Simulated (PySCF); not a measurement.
GeH₂, SMILES [GeH2] (connectivity only; charge and spin as stated), charge +1, multiplicity 2. Geometry: B3LYP-D3(BJ)/def2-TZVPD. The spin state was assumed, not searched. The isomer is the one that the SMILES or the coordinates give; other isomers of the formula were not compared.

Method: B3LYP-D3(BJ)/def2-TZVPD (PySCF).

Harmonic wavenumbers (cm⁻¹): 822, 1961, 2059. Rotational constants (GHz): 427.5, 137.2, 103.9; symmetry number 2.

Problem. Work out the zero-point energy and the ideal-gas rigid-rotor harmonic-oscillator thermochemistry at 298.15 K and 1 atm.

Solution. ZPE = ½ Σ hcν = ½ × 4842 cm⁻¹ = 6.92 kcal/mol. H − E(el) = 9.34 kcal/mol. Entropy in cal/(mol K): translation 38.85, rotation 13.25, vibration 0.19, spin 1.38, total 53.67. G − E(el) = -6.66 kcal/mol. Cp = 8.59 cal/(mol K).
